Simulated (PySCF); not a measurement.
CH₃O₂, charge +1, singlet, at a GFN2-xTB geometry; DF-PBE/def2-SVP run with PySCF.

PySCF was given this input:
```python
from pyscf import gto, scf, dft

mol = gto.M(
    atom='''
O     1.082127    0.322668    0.187016
C    -0.143824    0.387066   -0.029750
O    -0.864503   -0.647487   -0.144970
H     1.493477   -0.570654    0.269673
H    -0.547504    1.405819   -0.112483
H    -1.824019   -0.559007   -0.315060
''',
    basis='def2-svp',
    charge=1,
    spin=0,
    verbose=4,
)

mf = dft.RKS(mol)
mf.xc = 'pbe'
mf = mf.density_fit(auxbasis='def2-universal-jkfit')
mf.kernel()
```

The log (banner, timings and long lists left out):

```
PySCF version 2.14.0

[INPUT] verbose = 4
[INPUT] num. atoms = 6
[INPUT] num. electrons = 24
[INPUT] charge = 1
[INPUT] spin (= nelec alpha-beta = 2S) = 0
[INPUT] symmetry False subgroup None
[INPUT] Mole.unit = angstrom
[INPUT] Symbol           X                Y                Z      unit          X                Y                Z       unit  Magmom
[INPUT]  1 O      1.082127000000   0.322668000000   0.187016000000 AA    2.044923661997   0.609754149161   0.353409020912 Bohr   0.0
[INPUT]  2 C     -0.143824000000   0.387066000000  -0.029750000000 AA   -0.271787970139   0.731448732131  -0.056219352206 Bohr   0.0
[INPUT]  3 O     -0.864503000000  -0.647487000000  -0.144970000000 AA   -1.633673903865  -1.223573099216  -0.273953596278 Bohr   0.0
[INPUT]  4 H      1.493477000000  -0.570654000000   0.269673000000 AA    2.822262503337  -1.078379771888   0.509608113190 Bohr   0.0
[INPUT]  5 H     -0.547504000000   1.405819000000  -0.112483000000 AA   -1.034632612104   2.656612890710  -0.212562063669 Bohr   0.0
[INPUT]  6 H     -1.824019000000  -0.559007000000  -0.315060000000 AA   -3.446896356003  -1.056370131715  -0.595377112805 Bohr   0.0

nuclear repulsion = 78.5033284911264
number of shells = 27
number of NR pGTOs = 93
number of NR cGTOs = 57
basis = def2-svp
ecp = {}

******** <class 'pyscf.df.df_jk.DFRKS'> ********
method = DFRKS
initial guess = minao
damping factor = 0
level_shift factor = 0
DIIS = <class 'pyscf.scf.diis.CDIIS'>
diis_start_cycle = 1
diis_space = 8
diis_damp = 0
SCF conv_tol = 1e-09
SCF conv_tol_grad = None
SCF max_cycles = 50
direct_scf = False
XC library pyscf.dft.libxc version 7.1.2
    S. Lehtola, C. Steigemann, M. J. T. Oliveira, and M. A. L. Marques,  SoftwareX 7, 1–5 (2018)
XC functionals = pbe
    J. P. Perdew, K. Burke, and M. Ernzerhof,  Phys. Rev. Lett. 77, 3865 (1996)
    J. P. Perdew, K. Burke, and M. Ernzerhof,  Phys. Rev. Lett. 78, 1396 (1997)
    J. P. Perdew, K. Burke, and M. Ernzerhof,  Phys. Rev. Lett. 77, 3865 (1996)
    J. P. Perdew, K. Burke, and M. Ernzerhof,  Phys. Rev. Lett. 78, 1396 (1997)
radial grids:
    Treutler-Ahlrichs [JCP 102, 346 (1995); DOI:10.1063/1.469408] (M4) radial grids

becke partition: Becke, JCP 88, 2547 (1988); DOI:10.1063/1.454033
pruning grids: <function nwchem_prune>
grids dens level: 3
symmetrized grids: False
atomic radii adjust function: <function treutler_atomic_radii_adjust>
small_rho_cutoff = 0
Set gradient conv threshold to 3.16228e-05
Initial guess from minao.
tot grids = 71712
init E= -190.47433893406
  HOMO = -0.410686695491245  LUMO = -0.0987581016026842  gap/eV = 8.48801
cycle= 1 E= -189.609661409651  delta_E= 0.865  |g|= 0.757  |ddm|= 2.46
  HOMO = -0.491867525835846  LUMO = -0.320398584438085  gap/eV = 4.66591
cycle= 2 E= -189.288391274353  delta_E= 0.321  |g|=  1.5  |ddm|= 1.37
  HOMO = -0.595727751929711  LUMO = -0.329768439462692  gap/eV = 7.23712
cycle= 3 E= -189.713701547482  delta_E= -0.425  |g|= 0.0912  |ddm|= 0.969
  HOMO = -0.598229247031622  LUMO = -0.340364824844917  gap/eV = 7.01685
cycle= 4 E= -189.714344358731  delta_E= -0.000643  |g|= 0.0799  |ddm|= 0.117
  HOMO = -0.595744958286157  LUMO = -0.338631173624684  gap/eV = 6.99642
cycle= 5 E= -189.715514182249  delta_E= -0.00117  |g|= 0.0221  |ddm|= 0.0642
  HOMO = -0.594175429775834  LUMO = -0.336188991086042  gap/eV = 7.02017
cycle= 6 E= -189.715613392988  delta_E= -9.92e-05  |g|= 0.00435  |ddm|= 0.0181
  HOMO = -0.594776574674452  LUMO = -0.336808193958364  gap/eV = 7.01968
cycle= 7 E= -189.715617231952  delta_E= -3.84e-06  |g|= 0.000488  |ddm|= 0.00342
  HOMO = -0.594762120645367  LUMO = -0.336763752095641  gap/eV = 7.02049
cycle= 8 E= -189.715617281044  delta_E= -4.91e-08  |g|= 9.44e-05  |ddm|= 0.000388
  HOMO = -0.594769322665064  LUMO = -0.336766534409971  gap/eV = 7.02061
cycle= 9 E= -189.715617282957  delta_E= -1.91e-09  |g|= 1.17e-05  |ddm|= 8.75e-05
  HOMO = -0.594769370529088  LUMO = -0.336766479427043  gap/eV = 7.02062
cycle= 10 E= -189.715617282994  delta_E= -3.77e-11  |g|= 1.67e-06  |ddm|= 1.39e-05
  HOMO = -0.594769032975017  LUMO = -0.3367662804775  gap/eV = 7.02061
Extra cycle  E= -189.715617282992  delta_E= 2.44e-12  |g|= 3.73e-06  |ddm|= 4.18e-06
converged SCF energy = -189.715617282992
```
